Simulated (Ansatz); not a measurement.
F$_{4}$Si (SMILES F[Si](F)(F)F), singlet, at a GFN2-xTB geometry; MP2/STO-3G (Ansatz, a first-principles code).

The Ansatz input:
Ansatz 0.2 input:
```yaml
crystal:
  periodic: [false, false, false]
  atoms:
    - {symbol: Si, position_ang: [0.00000000, -0.00000000, 0.00000000]}
    - {symbol: F, position_ang: [0.88552320, 0.90402113, 0.92229500]}
    - {symbol: F, position_ang: [-0.91389002, -0.91243756, 0.88560507]}
    - {symbol: F, position_ang: [-0.89400971, 0.90408216, -0.91401078]}
    - {symbol: F, position_ang: [0.92237653, -0.89566573, -0.89388928]}
basis:
  gaussian:
    orbitals: STO-3G
magnetization: {spin_polarized: false}
correlation: {method: mp2, electrons: outside_noble_gas}
accuracy: high
```

What the program printed (banner, timings and long lists left out):

```
Functional definition: HF
602 factors; integrals over basis functions are off by at most 2.0e-8 eV
mean field evaluation 1: about -18441.5240 eV, gradient 3.0e1 eV
mean field evaluation 2: about -18441.5945 eV, gradient 3.0e1 eV
mean field evaluation 4: about -18445.1197 eV, gradient 1.3e0 eV
mean field evaluation 8: about -18445.1280 eV, gradient 3.2e-6 eV
mean field -18445.12799100 eV, -677.8459511123 hartree, gradient 1.8e-8 eV, S^2 0.000000; 0 other end points of the search recorded, 0 dependent functions left out
9 core orbitals not correlated
reference -18445.12799100 eV, -677.8459511123 hartree; 16, 16 occupied and 4, 4 virtual orbitals, 602 factors
second order -2.33962681 eV of doubles, -0.00000000 eV of singles
Total energy: -18447.46761781 eV, -677.9319308117 hartree
```
